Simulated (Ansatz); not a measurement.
Cost and result for the atomization energy of BH7SSi2 (11 atoms, 12 bonds).

```xyz
11

B    -0.613    0.175   -0.893
Si    0.359   -1.290    0.209
S     1.717   -0.299    1.540
Si    0.345    1.113    0.691
H    -1.349   -0.790   -0.950
H     0.035    0.377   -1.880
H     1.046   -2.062   -0.847
H    -0.590   -2.133    0.971
H    -0.613    1.586    1.717
H    -1.358    1.081   -0.574
H     1.020    2.241    0.016
```

The species carries charge 0 and has multiplicity 1. The bonds changed during the relaxation, so this is another structure than the one it started from. The geometry is a stationary point of PBE0-D4/def2-TZVP. It is one conformer, not always the lowest. Program: Ansatz. All runs use 4 threads of an AMD EPYC 9R45 on a shared host. Times are those of one run each, without the atoms' runs, and a repeat can differ threefold. Electronic energies, without spin–orbit coupling; frozen cores. CCSD(T)/CBS adds CCSD(T) − MP2 in def2-TZVPP to the MP2 limit, and its time is that of the two runs behind it. T1 = 0.012.

CCSD(T)/CBS is a level of theory with its own doubt, some kJ/mol a heavy atom from the limit and from the frozen cores, so smaller differences don't rank the functionals.

| level | functions | wall time |
| --- | --- | --- |
| BLYP-D4/def2-TZVPP | 255 | 0.85 s |
| PBE-D4/def2-TZVPP (with forces) | 255 | 1.1 s |
| CCSD(T)/def2-SVP | 103 | 1.1 s |
| PBE0-D4/def2-TZVPP | 255 | 1.1 s |
| BHLYP-D4/def2-TZVPP | 255 | 1.2 s |
| r2SCAN-D4/def2-TZVPP (with forces) | 255 | 1.7 s |
| r2SCANh-D4/def2-TZVPP | 255 | 1.8 s |
| B2PLYP/def2-TZVPP | 255 | 1.9 s |
| PBE-QIDH/def2-TZVPP | 255 | 2 s |
| ωB97X-V/def2-TZVPP | 255 | 2.8 s |
| MP2/def2-QZVPP | 477 | 7 s |
| CCSD(T)/def2-TZVPP | 255 | 22 s |
| CCSD(T)/CBS(def2) | – | 29 s |

Question: What atomization energy does each give, and how far from CCSD(T)/CBS? (Best estimate.)

Answer: Ansatz gave: 
```tsv
level	atomization (kcal/mol)	difference from CCSD(T)/CBS	per bond
BLYP-D4/def2-TZVPP	794.7	-11.5	-1.0
PBE-D4/def2-TZVPP (with forces)	811.4	5.2	0.4
CCSD(T)/def2-SVP	746.6	-59.6	-5.0
PBE0-D4/def2-TZVPP	808.0	1.8	0.2
BHLYP-D4/def2-TZVPP	793.6	-12.6	-1.1
r2SCAN-D4/def2-TZVPP (with forces)	816.5	10.3	0.9
r2SCANh-D4/def2-TZVPP	813.9	7.7	0.6
B2PLYP/def2-TZVPP	792.1	-14.1	-1.2
PBE-QIDH/def2-TZVPP	803.9	-2.3	-0.2
ωB97X-V/def2-TZVPP	815.0	8.8	0.7
MP2/def2-QZVPP	799.9	-6.3	-0.5
CCSD(T)/def2-TZVPP	784.1	-22.1	-1.8
CCSD(T)/CBS(def2)	806.2	0.0	0.0
```

From PBE to PBE0 (25 % exact exchange), in def2-TZVPP and without D4, the atomization energy moves by −2.3 kcal/mol: exact exchange takes away binding that semilocal exchange gives to molecules. In def2-TZVPP, CCSD(T) changes the Hartree–Fock value by +183.4 kcal/mol (the triples alone add +11.2 kcal/mol) and MP2 by +186.1 kcal/mol; breaking electron pairs costs correlation energy, which Hartree–Fock lacks. Leaving LDA and LC-ωPBE aside and taking each functional with its dispersion term where it has one, the values, not all of them listed here, spread over 29.1 kcal/mol, from B2PLYP to B97M-V. LDA lies +103.2 kcal/mol from PBE without D4, its usual overbinding.
